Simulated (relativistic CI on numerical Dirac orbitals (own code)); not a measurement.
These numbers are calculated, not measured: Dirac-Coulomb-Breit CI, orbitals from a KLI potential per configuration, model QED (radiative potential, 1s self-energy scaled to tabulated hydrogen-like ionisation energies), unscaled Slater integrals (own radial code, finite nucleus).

CI space (outside the closed core [Ar] 3d10): 4s2.4p6.4d2, 4s2.4p5.4d3, 4s2.4p6.4d.4f, 4s2.4p6.4d.5s, 4s.4p6.4d3, 4s2.4p5.4d2.4f, 4s2.4p6.4d.5p, 4s2.4p6.4f.5s, 4s.4p6.4d2.4f, 4s2.4p6.4d.5d, 4s2.4p6.5s.5p, 4s2.4p5.4d2.5s, 4s2.4p6.4d.6s, 4s2.4p6.4d.5f, 4s2.4p6.4d.6p, 4s2.4p6.4d.5g, 4s2.4p5.4d2.5p, 4s2.4p6.4d.6d, 4s2.4p6.4d.7s, 4s2.4p6.4d.6f, 4s2.4p6.4d.7p, 4s2.4p6.4f2, 4s2.4p5.4f3, 4s2.4p6.5s2, 4s2.4p5.4f.5s2, 4p6.4d4, 4p5.4d5, 4p5.4d4.4f, 4s2.4p6.4f.5p, 4s2.4p5.4f2.5p, 4s2.4p6.5p2, 4s2.4p5.4f.5p2. Double excitations out of closed p, d and f shells are left out; levels of such configurations are missing from the list, as are those of other unlisted configurations, and high levels can miss mixing partners. These lack a partner that the ground configuration has and come out too high: 4s.4p6.4d2.4f, 4s2.4p5.4d2.5s, 4s2.4p5.4d2.5p.

At this charge energies of transitions that change n are usually good to better than 1 %, and those within a shell (Δn = 0) to a few per cent. Terms inside the open d or f shell come out 10 to 20 % too wide with unscaled integrals.

Outline of the computed level scheme of Sn XIII. Lowest level of each configuration: 4s2.4p6.4d2 3F_2 at 0.0000 eV; 4s2.4p5.4d3 5D°_2 at 66.0106 eV.

Some strong electric-dipole decays among the lowest 45 levels: 4s2.4p5.4d3 5G°_2 → 4s2.4p6.4d2 3F_2 (4.3e+09 s⁻¹); 4s2.4p5.4d3 3G°_3 → 4s2.4p6.4d2 3F_2 (3.8e+09 s⁻¹); 4s2.4p5.4d3 3G°_4 → 4s2.4p6.4d2 3F_3 (2.9e+09 s⁻¹); 4s2.4p5.4d3 3H°_5 → 4s2.4p6.4d2 3F_4 (1.7e+09 s⁻¹); 4s2.4p5.4d3 3D°_1 → 4s2.4p6.4d2 3P_1 (1.7e+09 s⁻¹); 4s2.4p5.4d3 3G°_3 → 4s2.4p6.4d2 3F_3 (1.4e+09 s⁻¹); 4s2.4p5.4d3 3G°_3 → 4s2.4p6.4d2 3F_2 (1.4e+09 s⁻¹); 4s2.4p5.4d3 3P°_1 → 4s2.4p6.4d2 3P_0 (1.2e+09 s⁻¹).

LS names give the leading component of a level, which can be under half, so a name can repeat, a term be missing and a line seem to break the LS rules.
